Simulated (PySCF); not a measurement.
Structure problem from calculated spectra and properties.

Formula: C4H7N3Si.

| Property | Result |
| --- | --- |
| XPS | Si2p3/2 107.2, C1s 291.3, C1s 291.4, C1s 291.7, C1s 292.3, N1s 405.6, N1s 405.6, N1s 406.5, Si1s 1846.9 eV [ΔSCF SCAN, pcX-2 on the ionised atom, pcseg-1 elsewhere, spin-free X2C, 2p3/2 from a spin–orbit splitting computed afterwards within the 2p shell] |
| NMR, other nuclei | isotropic shieldings of nuclei other than C and H, by class: -292 (1 N), -204 (1 N), -184 (1 N), 412 (1 Si) ppm [GIAO CAM-B3LYP/pcSseg-1] |
| Rotational structure | rotational constants A, B, C: 3.752, 1.151, 0.895 GHz [PBE0-D3(BJ)/def2-SVP] |
| 1H NMR | chemical shifts (computed TMS as zero) by class: 7.28 (1 H), 4.54 (3 H), 2.75 (3 H) ppm [GIAO CAM-B3LYP/pcSseg-1] |
| Polarisability | 95.0 au [PBE0/def2-SVPD] |
| 13C NMR | chemical shifts (computed TMS as zero) by class: 167.7 (1 C), 164.8 (1 C), 130.5 (1 C), 23.8 (1 C) ppm [GIAO CAM-B3LYP/pcSseg-1] |
| Dipole | 4.94 D [PBE0/def2-SVPD] |
| Valence photoelectron | vertical ionisation energy: 9.18 eV [ΔSCF PBE0/def2-SVPD] |

Gas-phase values; electronic properties from PySCF, density fitting. Levels stand in brackets. NMR shifts are as computed; neighbouring signals can stand in another order in a measured spectrum. Isolated species at its PBE0-D3(BJ)/def2-SVP geometry, gas phase. Each NMR value is the plain mean over a class of atoms that symmetry, rotation or inversion makes alike.

Task: Propose a structure and show how it fits.

Result: Numbering: `[CH3:1][c:2]1[cH:3][c:4]([SiH3:5])[n:6][n:7][n:8]1`. Its formula, C4H7N3Si, gives 4 degrees of unsaturation: 1 ring and 3 π bonds in the structure found (Kekulé form). 4 carbons fall into 4 classes; from least to most shielded: substituted aromatic carbon [C4] (167.7 ppm), substituted aromatic carbon [C2] (164.8 ppm), aromatic CH carbon [C3] (130.5 ppm), benzylic-type carbon [C1] (23.8 ppm). Hydrogen classes from least to most shielded: 1 H on an aromatic CH carbon, C3 (7.28 ppm), 3 H on an SiH3 silicon, Si5 (4.54 ppm), 3 H on a benzylic-type carbon, C1 (2.75 ppm). The other shieldings belong to: -292 ppm, pyridine-type nitrogen [N7]; -204 ppm, pyridine-type nitrogen [N6]; -184 ppm, pyridine-type nitrogen [N8]; 412 ppm, SiH3 silicon [Si5]. The core levels belong to: Si2p3/2 107.2 eV, SiH3 silicon [Si5]; C1s 291.3 eV, aromatic CH carbon [C3]; C1s 291.4 eV, benzylic-type carbon [C1]; C1s 291.7 eV, substituted aromatic carbon [C4]; C1s 292.3 eV, substituted aromatic carbon [C2]; N1s 405.6 eV, pyridine-type nitrogen [N8]; N1s 405.6 eV, pyridine-type nitrogen [N6]; N1s 406.5 eV, pyridine-type nitrogen [N7]; Si1s 1846.9 eV, SiH3 silicon [Si5]. The hole state at 292.3 eV has ⟨S²⟩ = 0.84 against 0.75, so that value is less sure. The first electron is taken from the HOMO, whose largest Löwdin shares are 0.46 on a pyridine-type nitrogen, 0.21 on a pyridine-type nitrogen, 0.18 on a pyridine-type nitrogen and 0.05 on a substituted aromatic carbon. By its constants the optimised geometry is an asymmetric top. Structure: `Cc1cc([SiH3])nnn1`. Computed isomers that give other values at the same levels: `C=Cn1ncc([SiH3])n1` (rotational constant A: 6.318 GHz; this holds for the one conformer computed); `C=Cc1n[nH]nc1[SiH3]` (vertical ionisation energy: 8.85 eV). The assignments are read from this structure; whether some other isomer fits the data as well wasn't checked.
